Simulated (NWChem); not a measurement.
# MgF$_{2}$; SMILES [F][Mg][F]

```xyz
3

Mg     0.0000     0.0000    -0.0477
F      1.7353     0.0000    -0.0477
F     -1.7353     0.0000    -0.0477
```
Atoms are numbered in this order, from 1.

Results from NWChem. Structure relaxed at the B3LYP/6-31G* (spherical d) level. GIAO values for the isolated, static molecule; σ is the absolute isotropic shielding, δ = σ(reference) − σ with the isolated reference molecule computed at the same levels (19F: trichlorofluoromethane).

| level | σ Mg1 (ppm) | δ F2 (ppm) |
|---|---|---|
| LDA (Slater exchange, VWN5)/pcSseg-1 | 512.9 | -298.4 |
| BHandHLYP/pcSseg-1 | 543.9 | -258.8 |
| PBE/pcSseg-1 | … | -297.1 |

Task: What belongs in the gaps?

Result: 
- PBE/pcSseg-1, σ Mg1 (ppm): 522.1
